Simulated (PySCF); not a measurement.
# Correlation energy of P+ (phosphorus, charge +1)

[Ne] 3s1 3p2 3d1, one real determinant (an excited configuration). Computed with PySCF 2.14 in x2c-QZVPPall with one added diffuse shell each of s, p, d, f type (10s7p5d3f1g, 86 functions), with scalar relativity by spin-free X2C-1e. Frozen: 1s2; 12 electrons correlated.

| level | correlation energy (mhartree) |
| --- | --- |
| CCSD | -233.47 |
| (T) | -10.30 |
| CCSD(T) | -243.77 |

Diagnostics: T1 = 0.11, D1 = 0.5333, largest double amplitude 0.369.

Problem. Is a single reference adequate?

Solution. Not fully. The real determinant used has ⟨L²⟩ near 8 against 12 for a pure F term, so it mixes terms. The outer electron is Rydberg-like, and this basis confines it to a smaller radius and binds it less than a complete one would. T1 exceeds 0.03, a sign that the reference determinant is poor. A double-excitation amplitude exceeds 0.15, a sign of near-degeneracy.

The reference is one real determinant that mixes LS terms of this configuration.

This basis was not built for core-valence correlation, so the inner-shell part is incomplete.
